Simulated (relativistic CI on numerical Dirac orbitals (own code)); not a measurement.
## Radial parameters of Al8+

Calculated at this level of theory: Dirac-Coulomb-Breit CI, separate exchange-only KLI orbitals for each configuration, model QED, unscaled Slater integrals (own radial code, finite nucleus).

Slater integrals F^k, G^k are unscaled and averaged over j, outside the closed core 1s2; ζ comes from projecting the Hamiltonian with its Breit term on Σ l·s of the shell.

- 2s²2p: ζ(2p) = 3332.9 cm⁻¹; <r>(2p) = 0.4737, <r^2>(2p) = 0.2727 (bohr units).
- 2s2p²: F^2(2p,2p) = 199810, G^1(2s,2p) = 226660, ζ(2p) = 3263.1 cm⁻¹; <r>(2s) = 0.5364, <r^2>(2s) = 0.3372, <r>(2p) = 0.4754, <r^2>(2p) = 0.2745 (bohr units).
- 2p³: F^2(2p,2p) = 198270, ζ(2p) = 3200.4 cm⁻¹; <r>(2p) = 0.4788, <r^2>(2p) = 0.2787 (bohr units).

Averages of the first 10 configurations, taken without configuration mixing, which lowers the lowest level and can move excited configurations by several eV; other configurations of the list can lie among them:

| Configuration | Parity | States | Average energy above the lowest level (eV) |
| --- | --- | --- | --- |
| 2s²2p | odd | 6 | 3.2 |
| 2s2p² | even | 30 | 30.3 |
| 2p³ | odd | 20 | 66.0 |
| 2p²3s | even | 30 | 242.1 |
| 2s²3s | even | 2 | 190.1 |
| 2p²3p | odd | 90 | 250.3 |
| 2s²3p | odd | 6 | 199.6 |
| 2p²3d | even | 150 | 257.8 |
| 2s²3d | even | 10 | 207.3 |
| 2s2p3s | odd | 24 | 211.6 |
